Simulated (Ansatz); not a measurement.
BGaH4O (`O[BH][GaH2]`). Total charge 0; spin multiplicity 1. Correlated methods include outer-core shells of Ga, which these sets cover unevenly. Scalar relativity is left out up to krypton.

Cartesian coordinates in Å:
```
O -0.305 -1.657 0.317
B 0.451 -0.591 -0.037
Ga -0.424 1.319 -0.073
H 0.173 -2.492 0.306
H 1.611 -0.781 -0.322
H -1.094 1.921 -1.369
H -0.411 2.281 1.179
```

(1) Give the diagnostics of a CCSD(T)/def2-TZVPP run (frozen core, Ansatz 0.2.0). (An estimate is asked.)

Results:

(1) Computed: T1 = 0.0144, largest single amplitude 0.037, largest double 0.032, (T) share of the correlation energy 3.5 %, 10 CCSD cycles. The RHF solution is stable towards an unrestricted one. T1 lies under the customary mark of 0.02 for closed shells.
